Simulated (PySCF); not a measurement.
C₄H₁₀S, SMILES SC(C)(C)C. Coordinates come from a PBE-D3(BJ)/def2-SVP optimisation. Other conformers were not sampled.

Method: PBE-D3(BJ)/def2-SVP (PySCF).

Harmonic wavenumbers (cm⁻¹): 204, 252, 277, 277, 292, 294, 357, 387, 392, 576, 811, 848, 907, 916, 924, 1004, 1013, 1143, 1205, 1216, 1330, 1330, 1355, 1392, 1401, 1406, 1419, 1421, 1436, 2603, 2956, 2960, 2969, 3042, 3046, 3059, 3068, 3072, 3074. Rotational constants (GHz): 4.429, 2.950, 2.924; symmetry number 1.

**Question.** Work out the zero-point energy and the ideal-gas rigid-rotor harmonic-oscillator thermochemistry at 298.15 K and 1 atm.

**Answer.** ZPE = ½ Σ hcν = ½ × 55632 cm⁻¹ = 79.53 kcal/mol. H − E(el) = 84.69 kcal/mol. Entropy in cal/(mol K): translation 39.41, rotation 26.53, vibration 14.71, total 80.66. G − E(el) = 60.65 kcal/mol. Cp = 29.00 cal/(mol K).
